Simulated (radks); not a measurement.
Task: The copper ion Cu2+, configuration [Ar] 3d7 4f2 (not the ground configuration). All-electron calculation, Dirac Kohn-Sham, BLYP, spin-unpolarised, spherical densities, finite nucleus; open shells fill j = l - 1/2 first; Fermi nuclear charge, rms radius 3.8823 fm. Program: a radial shooting solver on a logarithmic mesh with Libxc functionals. Some entries of the table are withheld. Estimate them.

orbital  occ.  eigenvalue (eV)  <r> (bohr)
1s1/2       2        -8909.602     0.05213
2s1/2       2              (1)      0.2350
2p1/2       2              (2)         (3)
2p3/2       4              (4)         (5)
3s1/2       2        -170.5867         (6)
3p1/2       2        -129.3860      0.7197
3p3/2       4        -126.6491      0.7291
3d3/2       4         -58.2238         (7)
3d5/2       3         -57.8643         (8)
4f5/2       2          -7.1923       4.815
4f7/2       0          -7.1920       4.815

Result: 
(1) 2s1/2 eigenvalue (eV): -1121.806
(2) 2p1/2 eigenvalue (eV): -990.2073
(3) 2p1/2 <r> (bohr): 0.2041
(4) 2p3/2 eigenvalue (eV): -969.7051
(5) 2p3/2 <r> (bohr): 0.2075
(6) 3s1/2 <r> (bohr): 0.6991
(7) 3d3/2 <r> (bohr): 0.8058
(8) 3d5/2 <r> (bohr): 0.8095
